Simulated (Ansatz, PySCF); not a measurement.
Gas-phase reaction in SMILES: Cl[C](Cl)Cl → Cl[C]Cl + Cl atom (the C-Cl bond at the site shown breaks; other sites are not compared here)
Geometries: B3LYP-D3(BJ)/def2-TZVP minima from Ansatz (an electronic-structure program). Unstable Hartree-Fock reference: Cl[C]Cl.

Wanted: bond dissociation energy (enthalpy at 298 K, with B3LYP-D3(BJ) rigid-rotor harmonic-oscillator terms from PySCF), in kJ/mol. Correlated levels leave the core frozen unless marked. UHF or UKS for open shells. Spin-orbit coupling is left out. Non-relativistic. CBS(X,Y): correlation extrapolated as X^-3; Hartree-Fock from the larger set. [CCSD(T)-MP2]/basis is that difference in the basis named.

RI-MP2/CBS(cc-pV(T+d)Z,cc-pV(Q+d)Z)+[CCSD(T)-MP2]/cc-pV(T+d)Z (Ansatz) gives 278.3 kJ/mol.

Q: Another calculation gave 303.8 kJ/mol. Which level was it?
(A) TPSSh/def2-TZVPD (PySCF)
(B) B3LYP/def2-TZVPD (Ansatz)
(C) HF/def2-TZVPD (PySCF)
(D) PBE0/def2-TZVPD (Ansatz)

A: D, PBE0/def2-TZVPD (Ansatz). The others give 224.5 (HF), 269.4 (B3LYP), 283.9 (TPSSh) kJ/mol.
